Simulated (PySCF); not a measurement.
# What a mistake does to a calculation on Cl3Ge

These are calculations, not measurements. They come from PySCF 2.14.0, an open-source quantum chemistry program, on an isolated molecule that a program drew, which may never have been made. The molecule is Cl3Ge (charge 0, doublet), drawn as the SMILES string `[Cl][Ge]([Cl])[Cl]`.

Each row is a Hartree-Fock (HF) and frozen-core CCSD(T) single point in the cc-pV(D+d)Z basis, meant for a local HF minimum. Run 1 is clean. Each other run has one planted mistake out of seven kinds, and not every kind appears here: one electron removed, one electron added, multiplicity raised by two, geometry at a saddle point, minimal basis STO-3G, one bond length entered in bohr, all coordinates scaled. The reference is restricted for singlets and unrestricted otherwise, and also for a bond in bohr. Adding or removing an electron swaps singlet and doublet. Electrons count all cores. HOMO and LUMO are orbital energies over both spins, the gradient is its largest component, and the lowest frequency (negative if imaginary) is given only where the gradient is small. Bond lengths are over the 3 bonds as drawn. T1 is the CCSD diagnostic: over 0.02 (restricted) or 0.045 (unrestricted) a single reference is doubtful. Germanium has the cc-pVDZ-PP basis, with a core potential (ECP10MDF) in place of its 10 inner electrons, and its 3s, 3p and 3d shells are frozen in CCSD(T).

Geometry of the clean run:
```xyz
4
Cl3Ge, angstrom
Cl   -2.4540   -2.5985   -3.7292
Ge   -1.2068   -1.1162   -2.7899
Cl    0.7459   -1.1800   -3.6944
Cl   -2.0653    0.8284   -3.1314
```

```
run,electrons,basis functions,<S^2>,HOMO (eV),LUMO (eV),gradient (hartree/bohr),lowest frequency (cm^-1),mean bond (Å),longest bond (Å),T1,HF (hartree),CCSD(T) (hartree),mistake
1,83,92,0.761,-10.57,-0.87,1.7e-05,144,2.1529,2.153,0.0131,-1671.99950,-1672.53489,no fault
2,83,92,0.759,-10.43,-0.65,1.0e-02,-,2.1249,2.125,0.0126,-1671.99869,-1672.53306,all coordinates scaled
3,83,92,3.770,-5.11,-3.37,1.5e-01,-,2.1529,2.153,0.0509,-1671.74195,-1672.26664,multiplicity raised by two
4,83,92,0.756,-10.22,-1.25,2.6e-02,-,2.7914,4.068,0.0127,-1671.94821,-1672.47156,one bond length entered in bohr
5,82,92,0.000,-18.51,-8.71,8.3e-02,-,2.1529,2.153,0.0193,-1671.64321,-1672.19584,?
6,84,92,0.000,-2.77,8.33,1.0e-01,-,2.1529,2.153,0.0097,-1672.06560,-1672.61670,?
```

**Which mistake was planted in run 5, and what did it cost?**

It counts 82 electrons, one fewer than the clean run, at the same geometry and basis. So the mistake is: one electron removed. Subtracting run 1 and multiplying by 627.51 kcal/mol a hartree, the energy moved by 223.6 kcal/mol in HF and 212.8 kcal/mol in CCSD(T).

**Which mistake was planted in run 6, and what did it cost?**

It counts 84 electrons, one more than the clean run, at the same geometry and basis. So the mistake is: one electron added. Subtracting run 1 and multiplying by 627.51 kcal/mol a hartree, the energy moved by -41.5 kcal/mol in HF and -51.3 kcal/mol in CCSD(T).

Cautions from the logs. Run 3: T1 is over the limit, so its CCSD(T) energy is less reliable.
